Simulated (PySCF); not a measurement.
Species: C₅H₇NO₃.
Numbering: `[CH3:1][NH:2][C:3](=[O:4])/[CH:5]=[CH:6]/[O:7][CH:8]=[O:9]` (hydrogens: H10, H11, H12 on C1; H13 on N2; H14 on C5; H15 on C6; H16 on C8)

Level of theory: TDDFT B3LYP/def2-SVPD, vertical, gas phase, core orbitals frozen in the response (PySCF). The structure is a single GFN2-xTB conformer in the gas phase; no vibrational or solvent corrections. Torsions of this conformer, `[CH3:1][NH:2][C:3](=[O:4])/[CH:5]=[CH:6]/[O:7][CH:8]=[O:9]`: C1–N2–C3–O4 0°, N2–C3–C5–C6 -178°, C5–C6–O7–C8 -179°, C6–O7–C8–O9 0°.

Task: Predict the UV-vis stick spectrum at this level.

Result: 

| state | E (eV) | λ (nm) | ν̃ (cm⁻¹) | f | \|μ\| (D) | main configurations (H = HOMO, L = LUMO) |
| --- | --- | --- | --- | --- | --- | --- |
| S1 | 4.48 | 276.4 | 36170 | 0.0001 | 0.07 | H-1→L (65%), H→L (29%) |
| S2 | 5.14 | 241.3 | 41440 | 0.075 | 1.97 | H→L (65%), H-1→L (27%) |
| S3 | 5.48 | 226.4 | 44170 | 0.0016 | 0.28 | H-3→L (85%), H-3→L+1 (13%) |
| S4 | 5.59 | 221.7 | 45110 | 0.558 | 5.13 | H-2→L (89%) |
| S5 | 6.27 | 197.8 | 50550 | 0.0001 | 0.05 | H-1→L+1 (61%), H→L+1 (30%) |
| S6 | 6.39 | 193.9 | 51570 | 0.0003 | 0.10 | H→L+2 (74%), H-1→L+2 (24%) |
| S7 | 6.56 | 189.0 | 52910 | 0.031 | 1.11 | H→L+1 (54%), H-1→L+1 (26%), H-1→L+2 (11%) |
| S8 | 6.67 | 186.0 | 53770 | 0.045 | 1.34 | H-1→L+2 (60%), H→L+2 (20%), H→L+1 (12%) |

Triplets (Tamm–Dancoff): T1 3.76 eV, H-2→L (82%); T2 4.22 eV, H→L (53%), H-1→L (38%); T3 4.27 eV, H-1→L (47%), H→L (33%), H-2→L (9%).

The lowest singlet comes at 276 nm (433 kJ/mol) in the ultraviolet; it is dark (f under 0.0005); its leading configuration is HOMO-1→LUMO (65%). The strongest level in the table is S4 at 5.59 eV (222 nm, f = 0.558). Löwdin shares by element: HOMO (one of a set within 0.03 eV) oxygen 36% or more, nitrogen 34%, carbon 15% or more; LUMO carbon 53% or more, oxygen 11% or more (atoms not listed hold the other 36%). Of the 8 states listed, 4 reach f = 0.01 and 3 stay under 0.0005. The oscillator strengths of these states sum to 0.711; summed over the whole spectrum of an exact calculation they would give the number of electrons, 68 (Thomas–Reiche–Kuhn). The listed states span 2.18 eV, and the widest gap between neighbours is 0.67 eV (S4 to S5). Singlets were solved by full linear response, triplets in the Tamm–Dancoff approximation.

Time: 2.2 min; peak memory 0.97 GiB. Hardware: Intel Xeon at 2.50 GHz, one thread, shared host with 64 logical CPUs at a one-minute load of 60.
